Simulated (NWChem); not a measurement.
System: CdICl; SMILES [I][Cd][Cl]

NWChem input:

```
start job
memory heap 200 mb stack 900 mb global 1100 mb
geometry units angstroms noautoz
  Cd    -0.211153     0.722673     0.000000
  Cl    -0.601130     2.975645     0.000000
  I      0.228639    -1.820072     0.000000
end
basis spherical
  Cd library def2-svp
  Cl library def2-svp
  I library def2-svp
end
ecp
  Cd library def2-ecp
  I library def2-ecp
end
dft
  xc xctpssh
  iterations 150
  mulliken
end
task dft energy
```

Excerpt of the output:

```
             Northwest Computational Chemistry Package (NWChem) 7.3.0
             --------------------------------------------------------

 ORDER OF PRIMARY AXIS IS BEING SET TO 4
 C4V symmetry detected

                             Geometry "geometry" -> ""
                             -------------------------

 Output coordinates in angstroms (scale by  1.889725989 to convert to a.u.)

  No.       Tag          Charge          X              Y              Z
 ---- ---------------- ---------- -------------- -------------- --------------
    1 Cd                  48.0000     0.00000000     0.00000000     0.82962985
    2 Cl                  17.0000     0.00000000     0.00000000     3.11610418
    3 I                   53.0000     0.00000000     0.00000000    -1.75086800

 Effective nuclear repulsion energy (a.u.)     808.5103249948

      Symmetry information
      --------------------

 Group name             C4v
 Group number             18
 Group order               8
 No. of unique centers     3

                                 NWChem DFT Module
                                 -----------------

 Summary of "ao basis" -> "ao basis" (spherical)
 ------------------------------------------------------------------------------
       Tag                 Description            Shells   Functions and Types
 ---------------- ------------------------------  ------  ---------------------
 Cd                         def2-svp                11       31   5s3p2d1f
 Cl                         def2-svp                 8       18   4s3p1d
 I                          def2-svp                10       26   4s4p2d

      Symmetry analysis of basis
      --------------------------

        a1         29
        a2          0
        b1          6
        b2          6
        e          34

            General Information
            -------------------
          SCF calculation type: DFT
          Wavefunction type:  closed shell.
          No. of atoms     :     3
          No. of electrons :    62
           Alpha electrons :    31
            Beta electrons :    31
          Charge           :     0
          Spin multiplicity:     1
          Use of symmetry is: on ; symmetry adaption is: on
          Maximum number of iterations: 150
          AO basis - number of functions:    75
                     number of shells:    29
          Convergence on energy requested:  1.00D-06
          Convergence on density requested:  1.00D-05
          Convergence on gradient requested:  5.00D-04

              XC Information
              --------------
                  TPSS hybrid Method XC Functional
                     Hartree-Fock (Exact) Exchange  0.100
                  TPSS metaGGA Exchange Functional  0.900
             TPSS03 metaGGA Correlation Functional  1.000

             Grid Information
             ----------------
          Grid used for XC integration:  medium
          Radial quadrature: Mura-Knowles
          Angular quadrature: Lebedev.
          Tag              B.-S. Rad. Rad. Pts. Rad. Cut. Ang. Pts.
          ---              ---------- --------- --------- ---------
          Cd                  1.55      123           9.0       590
          Cl                  1.00       88          12.0       590
          I                   1.40      123          11.0       590
          Grid pruning is: on
          Number of quadrature shells:   334
          Spatial weights used:  Erf1

      Superposition of Atomic Density Guess
      -------------------------------------

 Sum of atomic energies:        -998.42432510

      Non-variational initial energy
      ------------------------------

 Total energy =    -923.102341
 1-e energy   =   -1904.005914
 2-e energy   =     753.471182
 HOMO         =      -0.352509
 LUMO         =      -0.060710

      Symmetry analysis of molecular orbitals - initial
      -------------------------------------------------

 !! scf_movecs_sym_adapt:   12 vectors were symmetry contaminated

  Symmetry fudging

 !! scf_movecs_sym_adapt:   12 vectors were symmetry contaminated

  Numbering of irreducible representations:

     1 a1          2 a2          3 b1          4 b2          5 e

  Orbital symmetries:

     1 a1          2 a1          3 a1          4 e           5 e
     6 a1          7 a1          8 e           9 e          10 a1
    11 a1         12 e          13 e          14 a1         15 e
    16 e          17 b1         18 b2         19 a1         20 a1
    21 a1         22 e          23 e          24 b1         25 b2
    26 a1         27 e          28 e          29 a1         30 e
    31 e          32 a1         33 e          34 e          35 a1
    36 a1         37 a1         38 e          39 e          40 a1
    41 e

     ---------------------------------------------
      Total Density - Mulliken Population Analysis
     ---------------------------------------------

    Atom       Charge   Shell Charges
 -----------   ------   -------------------------------------------------------
    1 Cd  20    18.95  -0.37  1.62  0.74  0.52  0.22  5.95  0.18  0.08  9.11  0.88  0.00
    2 Cl  17    17.61   2.00  1.99  1.23  0.73  5.94  2.20  3.51  0.01
    3 I   25    25.45   1.83  0.22  1.23  0.68  2.92  3.13  2.65  2.78  9.83  0.18

   convergence    iter        energy       DeltaE   RMS-Dens  Diis-err
 ---------------- ----- ----------------- --------- --------- ---------
 d= 0,ls=0.0,diis     1   -925.3915258828 -1.15D+03  2.13D-02  3.34D-01
 d= 0,ls=0.0,diis     2   -925.3576607924  3.39D-02  1.24D-02  5.25D-01
 d= 0,ls=0.0,diis     3   -925.4423552072 -8.47D-02  1.81D-03  2.35D-02
 d= 0,ls=0.0,diis     4   -925.4451440991 -2.79D-03  5.15D-04  1.51D-03
 d= 0,ls=0.0,diis     5   -925.4453534138 -2.09D-04  1.48D-04  3.29D-05
  Resetting Diis
 d= 0,ls=0.0,diis     6   -925.4453573968 -3.98D-06  5.84D-05  1.41D-05
 d= 0,ls=0.0,diis     7   -925.4453598973 -2.50D-06  9.39D-06  1.62D-07
 d= 0,ls=0.0,diis     8   -925.4453598936  3.73D-09  5.56D-06  1.99D-07

         Total DFT energy =     -925.445359893561
      One electron energy =    -1903.808800940857
           Coulomb energy =      816.752630403168
    Exchange-Corr. energy =      -65.821580717731
 Nuclear repulsion energy =      227.432391361858

 Numeric. integr. density =       62.000000055922

                  Occupations of the irreducible representations
                  ----------------------------------------------

                     irrep           alpha         beta
                     --------     --------     --------
                     a1               13.0         13.0
                     a2                0.0          0.0
                     b1                2.0          2.0
                     b2                2.0          2.0
                     e                14.0         14.0

                       DFT Final Molecular Orbital Analysis
                       ------------------------------------

 Vector   29  Occ=2.000000D+00  E=-2.978720D-01  Symmetry=e
              MO Center=  6.8D-17, -1.3D-15,  2.8D+00, r^2= 2.3D+00
   Bfn.  Coefficient  Atom+Function         Bfn.  Coefficient  Atom+Function
  ----- ------------  ---------------      ----- ------------  ---------------
    43      0.620676  2 Cl py                40      0.449366  2 Cl py
    37      0.263797  2 Cl py                61      0.120958  3 I  py
    16     -0.108969  1 Cd d -1              13      0.098515  1 Cd py
    64      0.086251  3 I  py                10      0.078440  1 Cd py
     7     -0.066072  1 Cd py                58     -0.048083  3 I  py

 Vector   30  Occ=2.000000D+00  E=-2.671823D-01  Symmetry=e
              MO Center= -2.5D-16, -1.8D-16, -1.4D+00, r^2= 3.1D+00
   Bfn.  Coefficient  Atom+Function         Bfn.  Coefficient  Atom+Function
  ----- ------------  ---------------      ----- ------------  ---------------
    60      0.581915  3 I  px                63      0.526431  3 I  px
    57     -0.237195  3 I  px                54     -0.192467  3 I  px
    42     -0.148387  2 Cl px                18     -0.130601  1 Cd d  1
    39     -0.105609  2 Cl px                61     -0.063133  3 I  py
    36     -0.061600  2 Cl px                64     -0.057113  3 I  py

 Vector   31  Occ=2.000000D+00  E=-2.671823D-01  Symmetry=e
              MO Center= -5.4D-16, -3.7D-16, -1.4D+00, r^2= 3.1D+00
   Bfn.  Coefficient  Atom+Function         Bfn.  Coefficient  Atom+Function
  ----- ------------  ---------------      ----- ------------  ---------------
    61      0.581915  3 I  py                64      0.526431  3 I  py
    58     -0.237195  3 I  py                55     -0.192467  3 I  py
    43     -0.148387  2 Cl py                16      0.130601  1 Cd d -1
    40     -0.105609  2 Cl py                60      0.063133  3 I  px
    37     -0.061600  2 Cl py                63      0.057113  3 I  px

 Vector   32  Occ=0.000000D+00  E=-9.625776D-02  Symmetry=a1
              MO Center=  3.9D-16,  1.2D-15,  4.7D-01, r^2= 5.5D+00
   Bfn.  Coefficient  Atom+Function         Bfn.  Coefficient  Atom+Function
  ----- ------------  ---------------      ----- ------------  ---------------
     4      0.683928  1 Cd s                  5      0.616105  1 Cd s
    65     -0.479991  3 I  pz                44      0.392472  2 Cl pz
     2     -0.342107  1 Cd s                 62     -0.330898  3 I  pz
    17      0.235557  1 Cd d  0              53     -0.229537  3 I  s
    41      0.220196  2 Cl pz                52     -0.205151  3 I  s

 Vector   33  Occ=0.000000D+00  E=-3.402166D-02  Symmetry=e
              MO Center=  9.0D-17,  4.6D-17,  7.8D-01, r^2= 5.7D+00
   Bfn.  Coefficient  Atom+Function         Bfn.  Coefficient  Atom+Function
  ----- ------------  ---------------      ----- ------------  ---------------
    12      0.701385  1 Cd px                13     -0.446674  1 Cd py
     9      0.303780  1 Cd px                 6     -0.222869  1 Cd px
    63     -0.213393  3 I  px                42     -0.199643  2 Cl px
    10     -0.193461  1 Cd py                 7      0.141933  1 Cd py
    60     -0.136619  3 I  px                64      0.135899  3 I  py

 Vector   34  Occ=0.000000D+00  E=-3.402166D-02  Symmetry=e
              MO Center= -4.8D-16, -5.9D-16,  7.8D-01, r^2= 5.7D+00
   Bfn.  Coefficient  Atom+Function         Bfn.  Coefficient  Atom+Function
  ----- ------------  ---------------      ----- ------------  ---------------
    13      0.701385  1 Cd py                12      0.446674  1 Cd px
    10      0.303780  1 Cd py                 7     -0.222869  1 Cd py
    64     -0.213393  3 I  py                43     -0.199643  2 Cl py
     9      0.193461  1 Cd px                 6     -0.141933  1 Cd px
    61     -0.136619  3 I  py                63     -0.135899  3 I  px

     ---------------------------------------------
      Total Density - Mulliken Population Analysis
     ---------------------------------------------

    Atom       Charge   Shell Charges
 -----------   ------   -------------------------------------------------------
    1 Cd  20    19.43  -0.38  1.69  0.70  0.80  0.09  5.98  0.34  0.19  9.04  0.99  0.00
    2 Cl  17    17.32   2.00  1.99  1.25  0.72  5.93  2.11  3.31  0.01
    3 I   25    25.25   1.83  0.22  1.32  0.59  2.94  3.12  2.60  2.61  9.79  0.23

     -------------------------------------------
      Total Density - Lowdin Population Analysis
     -------------------------------------------

    Atom       Charge   Shell Charges
 -----------   ------   -------------------------------------------------------
    1 Cd  20    19.85   0.01  1.01  0.94  0.61  0.31  5.64  0.71  0.49  8.67  1.46  0.00
    2 Cl  17    17.11   2.00  1.96  1.05  0.80  5.82  2.24  3.23  0.01
    3 I   25    25.04   1.25  0.73  1.04  0.78  2.77  3.18  2.51  2.74  9.47  0.55

     Multipole analysis of the density
     ---------------------------------

     L   x y z        total         alpha         beta         nuclear
     -   - - -        -----         -----         ----         -------
     0   0 0 0     -0.000000    -31.000000    -31.000000     62.000000

     1   1 0 0     -0.000000     -0.000000     -0.000000      0.000000
     1   0 1 0      0.000000      0.000000      0.000000      0.000000
     1   0 0 1     -0.259092    -24.501973    -24.501973     48.744855

     2   2 0 0    -43.953603    -21.976801    -21.976801      0.000000
     2   1 1 0     -0.000000     -0.000000     -0.000000      0.000000
     2   1 0 1      0.000000      0.000000      0.000000      0.000000
     2   0 2 0    -43.953603    -21.976801    -21.976801      0.000000
     2   0 1 1      0.000000      0.000000      0.000000      0.000000
     2   0 0 2    -52.437411   -482.379267   -482.379267    912.321124
```

Level: TPSSh/def2-SVP with def2 effective core potentials on Cd, I. The geometry was optimised at PBE0/def2-SVP. def2 effective core potentials on Cd, I; no spin-orbit coupling.
